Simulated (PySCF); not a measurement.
Computed shifts of a molecule C₂H₆BFO₂, HF/pcSseg-1 (PySCF), GIAO, gas phase, equivalent atoms averaged, in ppm (number of nuclei): ¹³C: 72.4 (1), 51.1 (1). ¹⁹F: -252.3 (1). ¹H: 5.85 (1), 4.49 (2), 3.94 (3). References: ¹³C against TMS (σ = 192.6 ppm); ¹⁷O against H2O (σ = 333.0 ppm); ¹¹B against BF3 (σ = 102.7 ppm); ¹⁹F against CFCl3 (σ = 238.5 ppm); ¹H against TMS (σ = 31.99 ppm), references at their B3LYP-D3(BJ)/def2-TZVP geometries, non-relativistic. The structure is a stationary point at r2SCAN-D4/def2-SVP. Other conformers were not sampled.

Question: Pick the molecule that these values belong to.
A. COB(O)CF
B. C[C@@H](F)B(O)O
C. C[C@@H](O)B(O)F
D. OCB(F)CO

Answer: A, COB(O)CF
